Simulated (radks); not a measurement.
Hg I, 80 electrons, occupied as [Hg] (the NIST ground configuration). Calculated with a radial shooting solver on a logarithmic mesh with Libxc functionals: scalar-relativistic Kohn-Sham, r2SCAN, spin-unpolarised, spherical densities, finite nucleus; meta-GGA in the generalised Kohn-Sham scheme; Fermi nuclear charge, rms radius 5.4648 fm.

X-ray form factor f0, the Fourier transform of the density (f0(0) = 80):

sin(theta)/lambda (1/angstrom)  f0 (electrons)
0.05                                    78.917
0.1                                     76.053
0.15                                    72.207
0.2                                     68.057
0.25                                    63.977
0.3                                     60.129
0.4                                     53.298
0.5                                     47.587
0.6                                     42.801
0.8                                     35.124
1                                       29.064
1.25                                    23.252
1.5                                     19.242
2                                       14.878
